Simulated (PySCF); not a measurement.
C$_{6}$H$_{11}$ (SMILES [CH]1CCCCC1), doublet, at a GFN2-xTB geometry, with bond 11-3 at 1.3 times its length; DF-SVWN5/6-31G** (PySCF).

Input for PySCF:
```python
from pyscf import gto, scf, dft

mol = gto.M(
    atom='''
C     0.19478157   -1.25324961    0.66510359
C     1.29355223   -0.65266075   -0.11539714
C     1.20459504    0.89197226   -0.14572493
C    -0.24522720    1.38706484   -0.06610315
C    -1.22077647    0.33666712   -0.59021356
C    -1.19894589   -0.87088281    0.34556464
H     0.38770307   -1.97963011    1.43349995
H     2.26421590   -0.96103143    0.27476890
H     1.23693489   -1.00504949   -1.15640594
H     1.76993495    1.29982118    0.69345874
H     1.81469743    1.36056776   -1.33821194
H    -0.35038401    2.31576577   -0.62985473
H    -0.50361772    1.60067580    0.97347952
H    -2.22943140    0.75097965   -0.64284780
H    -0.92966226    0.03724000   -1.59851942
H    -1.74394039   -1.71069273   -0.11367362
H    -1.74353349   -0.63397547    1.26974055
''',
    basis='6-31g**',
    spin=1,
    verbose=4,
)

mf = dft.UKS(mol)
mf.xc = 'lda,vwn'
mf.DIIS = scf.EDIIS
mf = mf.density_fit(auxbasis='def2-universal-jkfit')
mf.kernel()
```

The log (banner, timings and long lists left out):

```
PySCF version 2.14.0

[INPUT] verbose = 4
[INPUT] num. atoms = 17
[INPUT] num. electrons = 47
[INPUT] charge = 0
[INPUT] spin (= nelec alpha-beta = 2S) = 1
[INPUT] symmetry False subgroup None
[INPUT] Mole.unit = angstrom
[INPUT] Symbol           X                Y                Z      unit          X                Y                Z       unit  Magmom
[INPUT]  1 C      0.194781570000  -1.253249610000   0.665103590000 AA    0.368083821413  -2.368298528618   1.256863629565 Bohr   0.0
[INPUT]  2 C      1.293552230000  -0.652660750000  -0.115397140000 AA    2.444459442520  -1.233350069753  -0.218068990158 Bohr   0.0
[INPUT]  3 C      1.204595040000   0.891972260000  -0.145724930000 AA    2.276354716609   1.685583282109  -0.275380207221 Bohr   0.0
[INPUT]  4 C     -0.245227200000   1.387064840000  -0.066103150000 AA   -0.463412246294   2.621172664614  -0.124916849471 Bohr   0.0
[INPUT]  5 C     -1.220776470000   0.336667120000  -0.590213560000 AA   -2.306933187613   0.636208651946  -1.115341983405 Bohr   0.0
[INPUT]  6 C     -1.198945890000  -0.870882810000   0.345564640000 AA   -2.265679370273  -1.645729997492   0.653022527934 Bohr   0.0
[INPUT]  7 H      0.387703070000  -1.979630110000   1.433499950000 AA    0.732652619953  -3.740958735843   2.708922305078 Bohr   0.0
[INPUT]  8 H      2.264215900000  -0.961031430000   0.274768900000 AA    4.278747937886  -1.816086199799   0.519237968548 Bohr   0.0
[INPUT]  9 H      1.236934890000  -1.005049490000  -1.156405940000 AA    2.337468176019  -1.899268277734  -2.185290515420 Bohr   0.0
[INPUT] 10 H      1.769934950000   1.299821180000   0.693458740000 AA    3.344692313796   2.456306041109   1.310447097286 Bohr   0.0
[INPUT] 11 H      1.814697430000   1.360567760000  -1.338211940000 AA    3.429281141652   2.571100440313  -2.528854063223 Bohr   0.0
[INPUT] 12 H     -0.350384010000   2.315765770000  -0.629854730000 AA   -0.662129817327   4.376163073943  -1.190252937962 Bohr   0.0
[INPUT] 13 H     -0.503617720000   1.600675800000   0.973479520000 AA   -0.951699562278   3.024838876219   1.839609680673 Bohr   0.0
[INPUT] 14 H     -2.229431400000   0.750979650000  -0.642847800000 AA   -4.213014759506   1.419145863622  -1.214806281779 Bohr   0.0
[INPUT] 15 H     -0.929662260000   0.037240000000  -1.598519420000 AA   -1.756807059744   0.070373400879  -3.020763908599 Bohr   0.0
[INPUT] 16 H     -1.743940390000  -1.710692730000  -0.113673620000 AA   -3.295569714667  -3.232740742985  -0.214812009388 Bohr   0.0
[INPUT] 17 H     -1.743533490000  -0.633975470000   1.269740550000 AA   -3.294800785107  -1.198040007992   2.399461888755 Bohr   0.0

nuclear repulsion = 245.842149954381
number of shells = 69
number of NR pGTOs = 239
number of NR cGTOs = 139
basis = 6-31g**
ecp = {}

******** <class 'pyscf.df.df_jk.DFUKS'> ********
method = DFUKS
initial guess = minao
damping factor = 0
level_shift factor = 0
DIIS = <class 'pyscf.scf.diis.EDIIS'>
diis_start_cycle = 1
diis_space = 8
diis_damp = 0
SCF conv_tol = 1e-09
SCF conv_tol_grad = None
SCF max_cycles = 50
direct_scf = False
number electrons alpha = 24  beta = 23
XC library pyscf.dft.libxc version 7.1.2
    S. Lehtola, C. Steigemann, M. J. T. Oliveira, and M. A. L. Marques,  SoftwareX 7, 1–5 (2018)
XC functionals = lda,vwn
    P. A. M. Dirac,  Math. Proc. Cambridge Philos. Soc. 26, 376 (1930)
    F. Bloch,  Z. Phys. 57, 545 (1929)
    S. H. Vosko, L. Wilk, and M. Nusair,  Can. J. Phys. 58, 1200 (1980)
radial grids:
    Treutler-Ahlrichs [JCP 102, 346 (1995); DOI:10.1063/1.469408] (M4) radial grids

becke partition: Becke, JCP 88, 2547 (1988); DOI:10.1063/1.454033
pruning grids: <function nwchem_prune>
grids dens level: 3
symmetrized grids: False
atomic radii adjust function: <function treutler_atomic_radii_adjust>
small_rho_cutoff = 0
Set gradient conv threshold to 3.16228e-05
tot grids = 192600
init E= -233.173308760708

cycle= 1 E= -232.81580594872  delta_E= 0.358  |g|= 0.461  |ddm|= 2.56
cycle= 2 E= -232.574929248765  delta_E= 0.241  |g|= 0.807  |ddm|=  1.5
cycle= 3 E= -232.912210878727  delta_E= -0.337  |g|= 0.229  |ddm|= 1.23
cycle= 4 E= -232.91221087874  delta_E= -1.35e-11  |g|= 0.229  |ddm|= 5.85e-11
cycle= 5 E= -232.912210860577  delta_E= 1.82e-08  |g|= 0.229  |ddm|= 7.95e-08
cycle= 6 E= -232.912210879341  delta_E= -1.88e-08  |g|= 0.229  |ddm|= 8.22e-08
cycle= 7 E= -232.912210878255  delta_E= 1.09e-09  |g|= 0.229  |ddm|= 4.75e-09
cycle= 8 E= -232.912210878265  delta_E= -1.01e-11  |g|= 0.229  |ddm|= 4.18e-11
cycle= 9 E= -232.91221087779  delta_E= 4.75e-10  |g|= 0.229  |ddm|= 2.09e-09
cycle= 10 E= -232.882840085299  delta_E= 0.0294  |g|= 0.325  |ddm|= 0.15
cycle= 11 E= -232.841634042359  delta_E= 0.0412  |g|= 0.423  |ddm|= 0.815
cycle= 12 E= -232.929779394641  delta_E= -0.0881  |g|= 0.143  |ddm|= 0.582
cycle= 13 E= -232.929779394797  delta_E= -1.56e-10  |g|= 0.143  |ddm|= 1.88e-09
cycle= 14 E= -232.92977939478  delta_E= 1.75e-11  |g|= 0.143  |ddm|= 1.89e-10
cycle= 15 E= -232.929779394798  delta_E= -1.86e-11  |g|= 0.143  |ddm|= 2.08e-10
cycle= 16 E= -232.92977939256  delta_E= 2.24e-09  |g|= 0.143  |ddm|= 2.72e-08
cycle= 17 E= -232.929779421592  delta_E= -2.9e-08  |g|= 0.143  |ddm|= 3.53e-07
cycle= 18 E= -232.929779393959  delta_E= 2.76e-08  |g|= 0.143  |ddm|= 3.36e-07
cycle= 19 E= -232.912999346229  delta_E= 0.0168  |g|= 0.228  |ddm|= 0.239
cycle= 20 E= -232.90359337544  delta_E= 0.00941  |g|= 0.258  |ddm|= 0.499
cycle= 21 E= -232.934531064226  delta_E= -0.0309  |g|= 0.107  |ddm|= 0.339
cycle= 22 E= -232.93453106358  delta_E= 6.46e-10  |g|= 0.107  |ddm|= 2.24e-08
cycle= 23 E= -232.934531062868  delta_E= 7.13e-10  |g|= 0.107  |ddm|= 2.13e-08
cycle= 24 E= -232.934531059833  delta_E= 3.03e-09  |g|= 0.107  |ddm|= 3.1e-08
cycle= 25 E= -232.934531057065  delta_E= 2.77e-09  |g|= 0.107  |ddm|= 2.23e-08
cycle= 26 E= -232.934531068037  delta_E= -1.1e-08  |g|= 0.107  |ddm|= 9.27e-08
cycle= 27 E= -232.928982225271  delta_E= 0.00555  |g|= 0.149  |ddm|= 0.0391
cycle= 28 E= -232.924689969614  delta_E= 0.00429  |g|= 0.173  |ddm|= 0.252
cycle= 29 E= -232.91947882831  delta_E= 0.00521  |g|= 0.194  |ddm|= 0.362
cycle= 30 E= -232.939826273763  delta_E= -0.0203  |g|= 0.0362  |ddm|= 0.232
cycle= 31 E= -232.939826273209  delta_E= 5.53e-10  |g|= 0.0362  |ddm|= 6.77e-08
cycle= 32 E= -232.939826273822  delta_E= -6.12e-10  |g|= 0.0362  |ddm|= 3.39e-08
cycle= 33 E= -232.939826272992  delta_E= 8.3e-10  |g|= 0.0362  |ddm|= 6.42e-08
cycle= 34 E= -232.939826273067  delta_E= -7.49e-11  |g|= 0.0362  |ddm|= 5.28e-08
cycle= 35 E= -232.93982627443  delta_E= -1.36e-09  |g|= 0.0362  |ddm|= 5.07e-08
cycle= 36 E= -232.929522650319  delta_E= 0.0103  |g|= 0.146  |ddm|= 0.107
cycle= 37 E= -232.930224729695  delta_E= -0.000702  |g|= 0.139  |ddm|= 0.235
cycle= 38 E= -232.925507909838  delta_E= 0.00472  |g|= 0.164  |ddm|= 0.292
cycle= 39 E= -232.940259828834  delta_E= -0.0148  |g|= 0.0225  |ddm|= 0.191
cycle= 40 E= -232.94025982813  delta_E= 7.04e-10  |g|= 0.0225  |ddm|= 3e-08
cycle= 41 E= -232.940259828864  delta_E= -7.34e-10  |g|= 0.0225  |ddm|= 3.08e-08
cycle= 42 E= -232.940259832188  delta_E= -3.32e-09  |g|= 0.0225  |ddm|= 1.52e-07
cycle= 43 E= -232.940259829767  delta_E= 2.42e-09  |g|= 0.0225  |ddm|= 1.26e-07
cycle= 44 E= -232.940259828725  delta_E= 1.04e-09  |g|= 0.0225  |ddm|= 1.44e-07
cycle= 45 E= -232.93174774822  delta_E= 0.00851  |g|= 0.13  |ddm|= 0.119
cycle= 46 E= -232.933412436027  delta_E= -0.00166  |g|= 0.115  |ddm|= 0.206
cycle= 47 E= -232.929154300102  delta_E= 0.00426  |g|= 0.143  |ddm|= 0.247
cycle= 48 E= -232.940260637496  delta_E= -0.0111  |g|= 0.0226  |ddm|= 0.167
cycle= 49 E= -232.940260639048  delta_E= -1.55e-09  |g|= 0.0226  |ddm|= 7.18e-08
cycle= 50 E= -232.940260638474  delta_E= 5.74e-10  |g|= 0.0226  |ddm|= 2.51e-08
SCF not converged.
SCF energy = -232.940260638474 after 50 cycles  <S^2> = 0.75215514  2S+1 = 2.002154
```

The run did not converge; its last values are not results.
